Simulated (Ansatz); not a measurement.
Cl$_{4}$Ti (SMILES [Cl][Ti]([Cl])([Cl])[Cl]), singlet, at a GFN2-xTB geometry (such geometries of metal compounds can be far from the true shape).

Input for Ansatz (a quantum-chemistry and plane-wave program):
Ansatz 0.2 input:
```yaml
crystal:
  periodic: [false, false, false]
  atoms:
    - {symbol: Ti, position_ang: [-0.00000000, -0.00000000, -0.00000000]}
    - {symbol: Cl, position_ang: [1.68598647, -0.53254751, -1.15362652]}
    - {symbol: Cl, position_ang: [0.61270013, 0.47649048, 1.96330506]}
    - {symbol: Cl, position_ang: [-0.94593491, 1.67582411, -0.86823504]}
    - {symbol: Cl, position_ang: [-1.35275169, -1.61976707, 0.05855650]}
basis:
  gaussian:
    orbitals: pcseg-0.json
hamiltonian:
  xc: pbe0
```
The basis file holds pcseg-0 in the JSON format of the Basis Set Exchange.

Problem. What does this run give for the number of basis functions, total energy?

Solution. 
```
Quantity                           Value
-------------------------  -------------
number of basis functions             76
total energy               -2685.8134 Eh
```
